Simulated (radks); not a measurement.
Q: The table gives one normalised radial function P(r) = r R(r) of Ir in [Xe] 4f14 5d7 6s2 (r in bohr). Calculated with a radial shooting solver on a logarithmic mesh with Libxc functionals: scalar-relativistic Kohn-Sham, PBEsol, spin-polarised, spherical densities, point nucleus; open shells are filled with parallel spins first (spin-orbit coupling, left out, can overturn this in heavy ions).

| r | P |
|---|---|
| 0.003848 | 0.0000 |
| 0.005299 | 0.0000 |
| 0.007356 | 0.0000 |
| 0.01013 | 0.0001 |
| 0.01395 | 0.0004 |
| 0.01937 | 0.0012 |
| 0.02667 | 0.0038 |
| 0.03673 | 0.0113 |
| 0.05099 | 0.0324 |
| 0.07021 | 0.0839 |
| 0.09669 | 0.1976 |
| 0.1342 | 0.4196 |
| 0.1848 | 0.7528 |
| 0.2546 | 1.1292 |
| 0.3534 | 1.3794 |
| 0.4866 | 1.3304 |
| 0.6756 | 1.0024 |
| 0.9303 | 0.5892 |
| 1.281 | 0.2597 |
| 1.779 | 0.0789 |
| 2.449 | 0.0163 |
| 3.373 | 0.0020 |
| 4.682 | 0.0001 |
| 6.448 | 0.0000 |
| 8.88 | 0.0000 |
| 12.33 | 0.0000 |
| 16.98 | 0.0000 |

Which n and l does it have? It may be an empty orbital.

A: n = 4, l = 3: the number of nodes gives n - l - 1 = 0, the rise at small r (about r^(l+1), flatter next to the nucleus through relativity) gives l, and the extent must fit the shell. The curve is that of 4f down; the table hardly tells the two spins apart. 4f down: eigenvalue -61.965 eV, 0 radial nodes, <r> = 0.534 bohr, 90 % of the charge inside 0.867 bohr.
